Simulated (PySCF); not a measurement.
**Question.** Give a GFN2-xTB geometry of `Cc1nc[nH]c1S(C)(=O)=O`.

**Answer.** 
```xyz
18
C5H8N2O2S angstrom
C     -1.5657   -1.5957    0.3282
C     -1.3229   -0.1601    0.0445
N     -2.2705    0.8028    0.1977
C     -1.7153    1.9333   -0.1499
N     -0.4289    1.7658   -0.5184
C     -0.1633    0.4267   -0.4038
S      1.4547   -0.1503   -0.8091
C      2.2345   -0.4640    0.7978
O      1.3692   -1.3939   -1.5198
O      2.1217    0.9638   -1.4342
H     -0.8407   -2.2020   -0.2088
H     -2.5731   -1.8616    0.0196
H     -1.4811   -1.7918    1.3968
H     -2.2144    2.8813   -0.1430
H      0.2388    2.4280   -0.8823
H      1.6335   -1.1944    1.3227
H      3.2279   -0.8525    0.6105
H      2.2868    0.4709    1.3400
```

Any rigid rotation of these coordinates is as good. Atoms count from 1 in this order. The C–N distances run from 1.307 Å (N3–C4, aromatic) to 1.370 Å (N5–C6, aromatic), a spread of 0.063 Å. N3 (pyridine-type nitrogen) is bent (angle 106.7°). N5 (pyrrole-type nitrogen) is planar (angles 130.4°, 122.9° and 106.5°, sum 359.8°, 0.03 Å off the plane of its three neighbours). The 5-membered ring C2–N3–C4–N5–C6 has internal angles of 106.3° to 111.7° (sum 540°, against 540° for a flat polygon); it is planar, 0.00 Å rms from its mean plane, widest ring torsion 1°.

Bonds between heavy atoms (Å): C1–C2 1.483, C2–N3 1.360, N3–C4 1.307, C4–N5 1.349, N5–C6 1.370, C6–S7 1.765, S7–C8 1.813, S7=O9 1.435, S7=O10 1.441, C2–C6 1.375.

Structure optimised with GFN2-xTB, isolated species.

Point group: C1 (no symmetry element, even within 0.4 Å). No frequency check. The numbers are those of one conformer (N5–C6–S7–C8 104°).

All values are computed, not measured.
